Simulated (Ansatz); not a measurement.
Gas-phase electronic energies from Ansatz, PBE0-D4/def2-TZVP geometries. CCSD(T)/CBS adds triple-zeta CCSD(T) − MP2 to the extrapolated MP2 energy (def2 sets, frozen cores). Functionals use def2-TZVPP. B3LYP here is the variant with VWN-RPA as its local correlation; programs differ in this. One conformer a species, not always the lowest.

`N[SiH]([SiH3])CCl` → `C[SiH2]N[SiH2]Cl`  (isomerisation)

`N[SiH]([SiH3])CCl`:

Z-matrix (Å, degrees):
```
Si
Si 1 2.345
C 1 1.894 2 108.5
N 1 1.716 2 109.4 3 -124.3
H 1 1.487 2 111.8 3 116.7
H 2 1.492 1 109.5 3 53.1
H 2 1.485 1 112.3 3 -67.6
H 2 1.489 1 109.6 3 171.3
Cl 3 1.789 1 108.3 2 57.0
H 3 1.091 1 112.5 2 -61.6
H 3 1.091 1 112.4 2 175.6
H 4 1.005 1 123.0 2 41.3
H 4 1.006 1 122.5 2 -157.6
```

`C[SiH2]N[SiH2]Cl`:

Z-matrix (Å, degrees):
```
C
Si 1 1.863
H 1 1.093 2 111.1
H 1 1.094 2 110.7 3 -119.8
H 1 1.093 2 110.6 3 120.0
N 2 1.739 1 113.1 3 -61.0
H 2 1.489 1 109.5 3 60.3
H 2 1.486 1 110.3 3 -179.0
Si 6 1.705 2 127.1 1 -95.3
H 6 1.011 2 116.0 1 69.3
Cl 9 2.070 6 113.1 2 78.8
H 9 1.480 6 109.7 2 -163.1
H 9 1.477 6 109.3 2 -38.8
```

Q: Is it downhill or uphill in electronic energy at CCSD(T)/CBS, and by how much? (Best estimate.)

A: Ansatz gave: Downhill: ΔE = -245.4 kJ/mol.

Q: What do these levels give: r2SCAN-D4, PBE0-D4, r2SCAN, B3LYP, HF/CBS(def2), MP2/CBS(def2)? (Best estimate.)

A: Ansatz gave: r2SCAN-D4 -242.9, PBE0-D4 -231.1, r2SCAN -242.9, B3LYP -241.3, HF/CBS(def2) -267.2, MP2/CBS(def2) -258.6 kJ/mol.

Largest T1 diagnostic among the species: 0.011.

From PBE to PBE0 (25 % exact exchange), in def2-TZVPP and without D4, ΔE moves by −11.2 kJ/mol. In def2-TZVPP, CCSD(T) changes the Hartree–Fock value by +21.0 kJ/mol (the triples alone add +3.4 kJ/mol) and MP2 by +7.9 kJ/mol.
